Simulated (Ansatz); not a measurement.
Start from `C=C[NH][InH2]` and change one atom or group to get `C=CNC`.

Ansatz, PBE0-D4/def2-TZVP geometries, multiplicity 1. Each molecule was computed in one conformer, which needn't be the lowest.

Elements past krypton have def2 core potentials.

```json
{"property": "HOMO–LUMO gap (PBE/def2-TZVPP) / eV", "`C=C[NH][InH2]`": "2.43"}
{"property": "HOMO energy (B3LYP/def2-TZVPP) / eV", "`C=C[NH][InH2]`": "-5.52"}
{"property": "LUMO energy (B3LYP/def2-TZVPP) / eV", "`C=C[NH][InH2]`": "-1.85"}
{"property": "HOMO–LUMO gap (PBE0/def2-TZVPP) / eV", "`C=C[NH][InH2]`": "4.12"}
{"property": "LUMO energy (ωB97M-V/def2-TZVPP) / eV", "`C=C[NH][InH2]`": "-0.13"}
{"property": "LUMO energy (PBE0/def2-TZVPP) / eV", "`C=C[NH][InH2]`": "-1.58"}
```

**Question.** Give the same properties after the change, and the shifts. (An estimate is asked.)

**Answer.** Computed: 
```
                             property  `C=CNC`  shift
  HOMO–LUMO gap (PBE/def2-TZVPP) / eV     4.60   2.17
  HOMO energy (B3LYP/def2-TZVPP) / eV    -5.56  -0.04
  LUMO energy (B3LYP/def2-TZVPP) / eV     0.69   2.54
 HOMO–LUMO gap (PBE0/def2-TZVPP) / eV     6.71   2.59
LUMO energy (ωB97M-V/def2-TZVPP) / eV     2.77   2.90
   LUMO energy (PBE0/def2-TZVPP) / eV     0.95   2.53
```

With PBE0 the HOMO falls by 0.06 eV and the LUMO rises by 2.53 eV, so the gap widens by about 2.59 eV. PBE moves the HOMO by 0.09 eV and ωB97M-V by -0.11 eV. The zero-point energy changes by 70.4 kJ/mol with +3 modes.

B3LYP here is the variant with VWN-RPA as its local correlation; programs differ in this.
